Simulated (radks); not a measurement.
Results of a calculation; reference values are marked as such.
All-electron atom: As VIII in [Ar] 3d8 (the NIST ground configuration). Level of theory: Dirac Kohn-Sham, BLYP, spin-unpolarised, spherical densities, finite nucleus; open shells fill j = l - 1/2 first; Fermi nuclear charge, rms radius 4.0968 fm (a radial shooting solver on a logarithmic mesh with Libxc functionals).

Normalised radial functions P(r) = r R(r) (large component), r in bohr:

r	2p1/2	2p3/2	3s1/2
0.002422	0.0100	0.0060	0.1153
0.003055	0.0144	0.0094	0.1413
0.003821	0.0208	0.0145	0.1710
0.004819	0.0306	0.0226	0.2068
0.006078	0.0453	0.0351	0.2477
0.007665	0.0671	0.0542	0.2931
0.009666	0.0994	0.0832	0.3412
0.01219	0.1469	0.1265	0.3888
0.01537	0.2158	0.1905	0.4303
0.01923	0.3101	0.2793	0.4571
0.02426	0.4457	0.4084	0.4599
0.03059	0.6293	0.5853	0.4235
0.03858	0.8680	0.8178	0.3329
0.04865	1.1621	1.1074	0.1765
0.06135	1.4983	1.4425	-0.0468
0.07737	1.8430	1.7914	-0.3173
0.0968	2.1300	2.0884	-0.5771
0.1221	2.3054	2.2805	-0.7658
0.154	2.2839	2.2797	-0.7754
0.1942	2.0297	2.0452	-0.5287
0.2448	1.5790	1.6076	-0.0253
0.3088	1.0439	1.0752	0.6175
0.3894	0.5662	0.5910	1.1843
0.4872	0.2494	0.2643	1.4567
0.6144	0.0798	0.0862	1.3704
0.7748	0.0178	0.0197	1.0084
0.9771	0.0026	0.0029	0.5767
1.232	0.0002	0.0002	0.2483
1.554	0.0000	0.0000	0.0763
1.96	0.0000	0.0000	0.0156

2p1/2: eigenvalue -1465.8 eV, 0 radial nodes, <r> = 0.175 bohr, 90 % of the charge inside 0.286 bohr. 2p3/2: eigenvalue -1429.2 eV, 0 radial nodes, <r> = 0.178 bohr, 90 % of the charge inside 0.291 bohr. 3s1/2: eigenvalue -318.76 eV, 2 radial nodes at r = 0.0587, 0.247 bohr, <r> = 0.586 bohr, 90 % of the charge inside 0.870 bohr.
